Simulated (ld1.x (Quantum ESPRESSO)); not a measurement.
## Before and after: TM potential for caesium (Cs)

- Element: Cs (Z = 55)
- Generator: ld1.x (Quantum ESPRESSO) 7.5
- Type: norm-conserving Troullier–Martins (Kleinman–Bylander form)
- Functional: LDA (PZ)
- Relativity: fully relativistic
- Frozen core: [Xe]
- Valence charge: 1
- Reference configuration: 5d0 6s1 6p0
- Partial waves: 6s (bound): rc 3.35 bohr; 6p (bound, empty): rc 3.95 bohr; 5d (bound, empty): rc 3.90 bohr
- Local potential: all-electron potential smoothed inside 3.55 bohr (lloc = -1)
- Core correction: none

Open shells are filled in proportion to 2j + 1 (rel_dist='average').

All-electron outer shells of the reference configuration (LDA (PZ), scalar-relativistic, ld1.x):

```
shell  level (eV)  outermost node (bohr)  outermost maximum (bohr)
   5s      -26.90                   0.82                      1.54
   5p      -13.61                   0.89                      1.76
   6s       -2.23                   2.10                      4.68
   6p       -0.78                   2.61                      6.55
   5d       -0.48                   1.06                      3.46
```

Change: local potential all-electron potential smoothed inside 2.52 bohr (lloc = -1).

Cutoffs: the cutoffs (Ry, on a coarse ladder) from which the occupation-weighted sum of valence levels, in a spherical-Bessel basis at the reference potential, stays within 10 and 1 mRy of its value at 400 Ry; they do not see the model core or the augmentation charge, which bear on the density cutoff. Errors are all-electron minus pseudo energies relative to the spin-unpolarised reference configuration.

What does the change do?

Both files are so soft that the ladder of cutoffs tells neither apart; the bound ghosts move from s to p, s; the errors of the 4 common tests hardly move; the range in which the s phases agree narrows (upper end 2.0 → 0.7); the range in which the d3/2 phases agree widens (upper end 1.2 → 3.9). In the separable form a ghost depends on how the local part lies against the semilocal potential of the channel, so the choice of the local part can create or remove one.

```tsv
quantity	base	changed
cutoff, loose	6 Ry	6 Ry
cutoff, tight	8 Ry	8 Ry
bound ghosts	s	s, p1/2, p3/2
error for 5d0 6s0.5 6p0, meV [ΔE 1.55 eV]	+17	+18
error for 5d0 6s0 6p1, meV [ΔE 1.47 eV]	+77	+70
error for 5d1 6s0 6p0, meV [ΔE 1.72 eV]	+86	+86
error for 5d0.5 6s0.5 6p0, meV [ΔE 0.87 eV]	+25	+25
s: phases at 4.31 bohr within 0.05 rad from the reference energy up to (Ry; the scan ends near 5)	2.0	0.7
p1/2: phases at 4.31 bohr within 0.05 rad from the reference energy up to (Ry; the scan ends near 5)	0.0	0.2
p3/2: phases at 4.31 bohr within 0.05 rad from the reference energy up to (Ry; the scan ends near 5)	0.0	0.2
d3/2: phases at 4.31 bohr within 0.05 rad from the reference energy up to (Ry; the scan ends near 5)	1.2	3.9
d5/2: phases at 4.31 bohr within 0.05 rad from the reference energy up to (Ry; the scan ends near 5)	1.2	1.4
```

 A true bound ghost makes a file unfit for plane-wave use even where its test errors are small: the radial tests pick states by their node count and pass the ghost by.
